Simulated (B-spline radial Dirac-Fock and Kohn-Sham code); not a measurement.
# Cross section and asymmetry of the 4f5/2 subshell of W⁶⁺

System: W⁶⁺, [Xe] 4f14. The computed 4f5/2 threshold is 121.1 eV; without correlation, outer thresholds are uncertain by 1 to 2 eV.

The run's input, task.json:

```json
{"items": [{
  "Z": 74,
  "q": 6,
  "cfg": [[1, 0, 2], [2, 0, 2], [2, 1, 6], [3, 0, 2], [3, 1, 6], [3, 2, 10], [4, 0, 2], [4, 1, 6], [4, 2, 10], [4, 3, 14], [5, 0, 2], [5, 1, 6]],
  "A": 184,
  "rrms": 5.3658,
  "do": ["binding", "quiet", "photo", "scan"],
  "hv": [33.7, 43.3, 46.3, 60, 126.0, 300, 408.0, 600, 823.0, 2000, 2984.4, 8047.8, 30000, 31400.0, 31600.0, 200000]
}]}
```

Command: `python xray_run.py task.json out`

Method: independent-particle photoionisation in a Dirac-Hartree-Slater potential with a Latter tail, all multipoles, thresholds from Dirac-Fock ΔSCF. Computed with a radial atomic solver. Interchannel coupling and autoionising resonances are not included, so magnitudes near threshold are approximate.

```tsv
kinetic energy (eV)	σ (Mb)	β
1.5	1.75	1.20
1.9	1.76	1.18
2.3	1.78	1.15
2.9	1.80	1.12
3.7	1.82	1.08
4.6	1.85	1.04
5.7	1.89	0.99
7.2	1.94	0.94
9.0	2.00	0.88
11.2	2.06	0.82
14.0	2.15	0.75
17.5	2.24	0.67
21.9	2.35	0.60
27.4	2.47	0.53
34.2	2.58	0.47
42.8	2.69	0.41
53.5	2.77	0.37
66.9	2.80	0.34
83.7	2.77	0.33
104.7	2.68	0.34
130.9	2.52	0.37
163.6	2.30	0.42
204.6	2.02	0.48
255.8	1.68	0.56
319.9	1.30	0.64
400.0	0.958	0.73
```

The cross section shows no minimum in this range. Its largest value, 2.80 Mb, lies 67 eV above threshold, delayed by the centrifugal barrier of the l+1 channel. β ranges from 0.33 (at 83.7 eV) to 1.20.
